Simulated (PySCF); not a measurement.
C3H8S2Si.
Geometry (GFN2-xTB, Å), atoms numbered from 1 in this order:
```
atom  x, y, z in Å
C1    -2.3367   -0.0051   -0.7788
S2    -0.7943    0.9504   -0.6399
C3    -0.5176    0.7841    1.0855
C4     0.6532    0.8712    1.7083
S5     2.2513    1.1195    1.0389
Si6    2.2917    0.0736   -0.8518
H7    -2.1555   -1.0369   -0.4917
H8    -2.6386    0.0447   -1.8196
H9    -3.1004    0.4428   -0.1490
H10   -1.4229    0.6336    1.6541
H11    0.6835    0.8302    2.7866
H12    1.5220   -1.1522   -0.6928
H13    1.8465    0.9360   -1.9331
H14    3.7171   -0.2124   -0.9390
```

Mayer bond orders were computed from the PBE0/pcSseg-1 density (PySCF). One conformer (not necessarily the lowest) at the GFN2-xTB geometry, without solvent, vibrations or thermal averaging.

Task: The orders 0.90, 1.02, 1.09, 1.82 belong to the bonds S2–C3, C3–C4, C4–S5, S5–Si6, in another order. Match them.

Result: S5–Si6 0.90; S2–C3 1.02; C4–S5 1.09; C3–C4 1.82.

Task: Set the orders of all bonds between heavy atoms beside their lengths and the difference of the IAO charges at their ends.

Result: 
| bond | Mayer order | length (Å) | q(first) − q(second) (e) |
| --- | --- | --- | --- |
| C3–C4 | 1.825 | 1.329 | -0.017 |
| C4–S5 | 1.090 | 1.750 | -0.165 |
| S2–C3 | 1.022 | 1.755 | +0.468 |
| C1–S2 | 0.983 | 1.820 | -0.671 |
| S5–Si6 | 0.899 | 2.161 | -0.654 |

For a closed shell the Mayer order of atoms A and B is Σ (PS)μν (PS)νμ over the basis functions μ on A and ν on B, with P the density and S the overlap matrix.

The run behind these numbers computed NMR shieldings as well. Hardware: an Arm Neoverse V1 with one thread (shared host). Cost: 21 s wall.
